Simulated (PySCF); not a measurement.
## Bi²⁺: excitation energy

Bi²⁺ [Xe] 4f14 5d10 6s2 6p1 (2P) → Bi²⁺ [Xe] 4f14 5d10 6s2 6d1 (2D), as a difference of total energies. All numbers are calculated (PySCF 2.14, scalar relativity by spin-free X2C-1e, in x2c-TZVPPall with one added diffuse shell each of s, p, d, f type (12s8p7d4f, 99 functions)). Correlated levels: valence: [Xe] 4f14 5d10 frozen. The calculations carry no spin-orbit coupling.

```csv
method,excitation energy (cm⁻¹)
UHF,89390
MP2 (valence),87729
SCS-MP2 (valence),87811
CCSD (valence),81941
CCSD(T) (valence),80324
```

A first-order spin-orbit estimate (lowest level to lowest level, LS coupling) adds 1.376 eV.

The promoted electron is Rydberg-like, and one or two diffuse shells describe it only roughly, which tends to raise the upper state.

The coupled-cluster amplitudes are large for the upper state (T1 above 0.03 or a double amplitude above 0.15), so a single reference is strained.
